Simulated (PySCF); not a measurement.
Task: Give a PBE0-D3(BJ)/def2-SVP geometry of InChI=1S/C5H11ClGe/c6-7-4-2-1-3-5-7/h7H,1-5H2.

Result: 
```
atom  x, y, z in Å
Cl1    2.7349   -1.3160   -0.5163
Ge2    1.3254   -0.5974    0.9876
C3    -0.3684   -1.5042    0.6644
C4    -1.0172   -0.9546   -0.6087
C5    -1.1878    0.5665   -0.6271
C6     0.1186    1.3618   -0.6976
C7     0.9794    1.2726    0.5650
H8     1.9750   -0.8651    2.3562
H9    -0.2191   -2.5929    0.6048
H10   -1.0117   -1.3122    1.5416
H11   -0.4111   -1.2547   -1.4819
H12   -2.0028   -1.4301   -0.7485
H13   -1.8128    0.8392   -1.4926
H14   -1.7586    0.8811    0.2670
H15   -0.1142    2.4198   -0.9064
H16    0.7063    1.0051   -1.5620
H17    1.9275    1.8192    0.4492
H18    0.4517    1.7156    1.4281
```

Orientation and origin are arbitrary. Atoms count from 1 in this order. The 6-membered ring Ge2–C3–C4–C5–C6–C7 has internal angles of 104.9° to 114.9° (sum 668°, against 720° for a flat polygon); it is puckered, 0.24 Å rms from its mean plane, widest ring torsion 68°. All 4 C–C bonds measure 1.531 Å. Ge2 (germanium bonded to 2 C, Cl and H) is distorted tetrahedral (angles from 104.9° to 115.8°).

Bonds between heavy atoms (Å): Cl1–Ge2 2.183, Ge2–C3 1.948, C3–C4 1.531, C4–C5 1.531, C5–C6 1.531, C6–C7 1.531, Ge2–C7 1.948.

Computed with PBE0-D3(BJ)/def2-SVP geometry optimisation, gas phase (PySCF 2.14.0).

Point group: Cs (tolerance 0.08 Å). No frequency check. One conformer, not necessarily the lowest (Cl1–Ge2–C3–C4 -72°, Ge2–C3–C4–C5 -54°, C3–C4–C5–C6 68°, C4–C5–C6–C7 -68°).
